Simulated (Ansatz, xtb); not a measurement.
## Isomers of C3H6ClNSi in order of energy

3 gas-phase structures of C3H6ClNSi, from a drawn sample of its isomers (lower ones may exist). Each was relaxed with GFN2-xTB; where two conformers were screened, the lower at r2SCAN-D4/def2-SVP is listed:

A. `C[Si@@H](Cl)CC#N`, a singlet
B. `N#CC[SiH2]CCl`, a singlet
C. `C[Si](C)(Cl)C#N`, a singlet

Question: Which do you expect lowest at r2SCAN-D4/def2-SVP, and how would the others follow?

Answer: Calculated order at r2SCAN-D4/def2-SVP: C (0.000), A (0.482), B (2.340) eV.

Energies above the lowest of each column, in eV; the last columns are at B3LYP/def2-SVP geometries:

```
structure  GFN2-xTB  HF/STO-3G  r2SCAN-D4/def2-SVP  B3LYP/def2-SVP  CCSD(T)/def2-SVP + ΔMP2/def2-TZVPP
        C     0.540      0.000               0.000           0.000                               0.000
        A     0.000      0.721               0.482           0.466                               0.580
        B     1.395      2.503               2.340           2.264                               2.429
```

CCSD(T)/def2-SVP + ΔMP2/def2-TZVPP puts C lowest; GFN2-xTB picks A. Flexible structures stand in one conformer each, not always the lowest. ΔMP2 is the change of the MP2 energy from the smaller to the larger basis.

Programs: Ansatz 0.2.0, xtb 6.7.1.
